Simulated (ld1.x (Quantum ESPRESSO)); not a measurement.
BLYP TM dataset for Hf (Z = 72), scalar-relativistic all-electron reference.

Hf, norm-conserving Troullier–Martins (Kleinman–Bylander form), made with ld1.x (Quantum ESPRESSO) 7.5 (BLYP, scalar-relativistic). Core [Xe] 4f14, reference 5d2 6s2 6p0. Waves: 6p (bound, empty): rc 3.60 bohr; 5d (bound): rc 1.75 bohr; 6s (bound): rc 2.35 bohr. Local part: the s channel. Core correction: a·sin(br)/r model core inside 1.55 bohr.

What the tests gave:

```json
{
 "Cutoffs needed": "25 Ry and 30 Ry (the cutoffs (Ry, on a coarse ladder) from which the occupation-weighted sum of valence levels, in a spherical-Bessel basis at the reference potential, stays within 10 and 1 mRy of its value at 400 Ry)",
 "Ghost test": "no extra level below or beside the all-electron valence levels (p, d, s, f tested) (spherical-Bessel basis up to 400 Ry, 20 bohr box)",
 "Largest excitation error": "-274 meV (all-electron minus pseudo) for 5d1 6s0 6p0, out of 7 test configurations"
}
```

Generation and tests took about 1.8 s on one core of a shared server CPU.
